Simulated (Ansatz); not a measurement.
Cost and result for the atomization energy of `[NH2][Sn]([NH2])([F])[F]` (9 atoms, 8 bonds).

```xyz
9

N     0.339    1.408    1.042
Sn   -0.116   -0.356    0.247
N    -0.014   -0.401   -1.738
F     0.988   -1.812    0.811
F    -1.828   -0.780    0.983
H     1.313    1.663    0.945
H     0.080    1.475    2.018
H    -0.729    0.147   -2.198
H    -0.034   -1.342   -2.109
```

Charge 0, multiplicity 1. Correlated methods include outer-core shells of Sn, which these sets cover unevenly. Sn takes the def2 core potential. The structure was optimised at the PBE0-D4/def2-TZVP level. It is one conformer, not always the lowest. Program: Ansatz. All runs use 4 threads of an Arm Neoverse V1 on a shared host. Times are those of one run each, without the atoms' runs, and a repeat can differ threefold. Electronic energies, without spin–orbit coupling; frozen cores. CCSD(T)/CBS adds CCSD(T) − MP2 in def2-TZVPP to the MP2 limit, and its time is that of the two runs behind it. T1 = 0.014. With those shells the extrapolation isn't a true limit. B3LYP takes the VWN-RPA correlation (the form of Gaussian; ORCA's B3LYP/G).

CCSD(T)/CBS is a level of theory with its own doubt, some kJ/mol a heavy atom from the limit and from the frozen cores, so smaller differences don't rank the functionals.

```json
{"level": "LDA (SPW92)/def2-TZVPP", "functions": "230", "wall time": "1.1 s"}
{"level": "BLYP-D4/def2-TZVPP", "functions": "230", "wall time": "1.9 s"}
{"level": "PBE-D4/def2-TZVPP (with forces)", "functions": "230", "wall time": "2.3 s"}
{"level": "CAM-B3LYP-D4/def2-TZVPP", "functions": "230", "wall time": "3.1 s"}
{"level": "B3LYP-D4/def2-TZVPP (with forces)", "functions": "230", "wall time": "3.9 s"}
{"level": "r2SCAN-D4/def2-TZVPP (with forces)", "functions": "230", "wall time": "4.3 s"}
{"level": "PBE-QIDH/def2-TZVPP", "functions": "230", "wall time": "5.5 s"}
{"level": "B97M-V/def2-TZVPP", "functions": "230", "wall time": "8 s"}
{"level": "CCSD(T)/def2-SVP", "functions": "102", "wall time": "9 s"}
{"level": "ωB97M-V/def2-TZVPP (with forces)", "functions": "230", "wall time": "11 s"}
{"level": "MP2/def2-QZVPP", "functions": "430", "wall time": "18 s"}
{"level": "CCSD(T)/def2-TZVPP", "functions": "230", "wall time": "4.2 min"}
{"level": "CCSD(T)/CBS(def2)", "functions": "–", "wall time": "4.5 min"}
```

Problem. What atomization energy does each give, and how far from CCSD(T)/CBS? (An estimate is asked.)

Solution. The calculation gave: 
```json
{"level": "LDA (SPW92)/def2-TZVPP", "atomization (kJ/mol)": "3490.6", "difference from CCSD(T)/CBS": "477.8", "per bond": "59.7"}
{"level": "BLYP-D4/def2-TZVPP", "atomization (kJ/mol)": "3010.2", "difference from CCSD(T)/CBS": "-2.6", "per bond": "-0.3"}
{"level": "PBE-D4/def2-TZVPP (with forces)", "atomization (kJ/mol)": "3055.7", "difference from CCSD(T)/CBS": "42.9", "per bond": "5.4"}
{"level": "CAM-B3LYP-D4/def2-TZVPP", "atomization (kJ/mol)": "2998.6", "difference from CCSD(T)/CBS": "-14.2", "per bond": "-1.8"}
{"level": "B3LYP-D4/def2-TZVPP (with forces)", "atomization (kJ/mol)": "2970.2", "difference from CCSD(T)/CBS": "-42.6", "per bond": "-5.3"}
{"level": "r2SCAN-D4/def2-TZVPP (with forces)", "atomization (kJ/mol)": "2956.2", "difference from CCSD(T)/CBS": "-56.6", "per bond": "-7.1"}
{"level": "PBE-QIDH/def2-TZVPP", "atomization (kJ/mol)": "2907.0", "difference from CCSD(T)/CBS": "-105.8", "per bond": "-13.2"}
{"level": "B97M-V/def2-TZVPP", "atomization (kJ/mol)": "2988.0", "difference from CCSD(T)/CBS": "-24.8", "per bond": "-3.1"}
{"level": "CCSD(T)/def2-SVP", "atomization (kJ/mol)": "2678.3", "difference from CCSD(T)/CBS": "-334.5", "per bond": "-41.8"}
{"level": "ωB97M-V/def2-TZVPP (with forces)", "atomization (kJ/mol)": "2982.8", "difference from CCSD(T)/CBS": "-30.0", "per bond": "-3.8"}
{"level": "MP2/def2-QZVPP", "atomization (kJ/mol)": "3030.6", "difference from CCSD(T)/CBS": "17.8", "per bond": "2.2"}
{"level": "CCSD(T)/def2-TZVPP", "atomization (kJ/mol)": "2880.6", "difference from CCSD(T)/CBS": "-132.2", "per bond": "-16.5"}
{"level": "CCSD(T)/CBS(def2)", "atomization (kJ/mol)": "3012.8", "difference from CCSD(T)/CBS": "0.0", "per bond": "0.0"}
```

At CCSD(T), def2-SVP lies −334.5 kJ/mol from the extrapolated value and def2-TZVPP −132.2 kJ/mol: correlation converges slowly with the basis, and small sets miss more of it in the bonded molecule than in its fragments. From BLYP to BHLYP (50 % exact exchange), in def2-TZVPP and without D4, the atomization energy moves by −175.1 kJ/mol: exact exchange takes away binding that semilocal exchange gives to molecules. The D4 term adds +27.5 kJ/mol with B3LYP and +14.4 kJ/mol with PBE0; it sums over pairs of atoms, weighted by their polarisabilities, and B3LYP, whose exchange is more repulsive, gets the larger term.

Spin–orbit coupling would lower the free Sn atoms strongly, and the atomization energy with them, by more than many differences here. For some Ge, Se and Sn compounds the MP2-based and the directly extrapolated limit differ by 10 to 25 kJ/mol.
